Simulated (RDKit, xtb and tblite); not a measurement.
Relaxed torsion scan: SMILES c1ccc(Sc2nccs2)cc1 (C9H7NS2). Scanned: dihedral C3–C4–S5–C6 and dihedral C4–S5–C6–S10; all other coordinates were relaxed at GFN2-xTB. Points at φ and −φ are mirror images. Heavy atoms are numbered in the order of the SMILES c1ccc(Sc2nccs2)cc1, hydrogens after them in the order of the atoms that carry them; the mirror image has the same energies with the sign of each dihedral reversed.

Computed with: GFN2-xTB (xtb and tblite); MMFF94 // GFN2-xTB (RDKit); UFF // GFN2-xTB (RDKit).

Energies in kcal/mol at chosen points (x: dihedral C3–C4–S5–C6 (°); y: dihedral C4–S5–C6–S10 (°)), relative to x = -90, y = -90:

```tsv
method	(-150, -30)	(30, -60)	(90, 60)	(-30, -120)	(-30, 90)	(-150, -90)	(150, -120)
GFN2-xTB	-0.6	-0.4	-1.0	-2.3	-0.6	-0.6	-2.3
MMFF94	11.8	8.7	1.0	2.3	3.5	3.4	2.2
UFF	31.3	22.1	4.0	18.8	11.5	11.1	18.3
```
